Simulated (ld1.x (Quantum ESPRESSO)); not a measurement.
# How hard is this H (Z = 1) TM potential?

| Property | Result |
| --- | --- |
| Element | hydrogen |
| Generator | ld1.x (Quantum ESPRESSO) 7.5 |
| Type | norm-conserving Troullier–Martins (Kleinman–Bylander form) |
| Functional | PBE |
| Relativity | scalar-relativistic |
| Frozen core | none |
| Valence charge | 1 |
| Reference configuration | 1s0.75 (charge +0.25) |
| Partial waves | 1s (bound): rc 0.85 bohr; 2p channel at 0.15 Ry: rc 0.85 bohr |
| Local potential | all-electron potential smoothed inside 0.80 bohr (lloc = -1) |
| Core correction | none |

The pseudo-atom Hamiltonian at the reference potential is diagonalised in spherical Bessel functions j_l(qr) that vanish at 20 bohr, with q² up to the cutoff. All-electron valence levels (Ry): 1s -0.6975.

**Question.** How do the lowest levels (Ry) of each channel move with the cutoff, and are there ghosts?

**Answer.**

```csv
cutoff (Ry),s #1,s #2,p #1,d #1,f #1,f #2,Σ f·Δε (mRy)
8,-0.6254,-0.0473,-0.0348,0.0360,0.0820,0.2153,54.1
15,-0.6626,-0.0503,-0.0349,0.0360,0.0820,0.2153,26.1
25,-0.6828,-0.0519,-0.0350,0.0360,0.0820,0.2153,11.0
35,-0.6909,-0.0525,-0.0350,0.0360,0.0820,0.2153,4.9
50,-0.6957,-0.0528,-0.0350,0.0360,0.0820,0.2153,1.4
70,-0.6971,-0.0529,-0.0350,0.0360,0.0820,0.2153,0.3
400,-0.6975,-0.0530,-0.0350,0.0360,0.0820,0.2153,0.0
```

Result: no extra level below or beside the all-electron valence levels (s, p, d, f tested); 10 mRy is reached at 30 Ry and 1 mRy at 55 Ry.
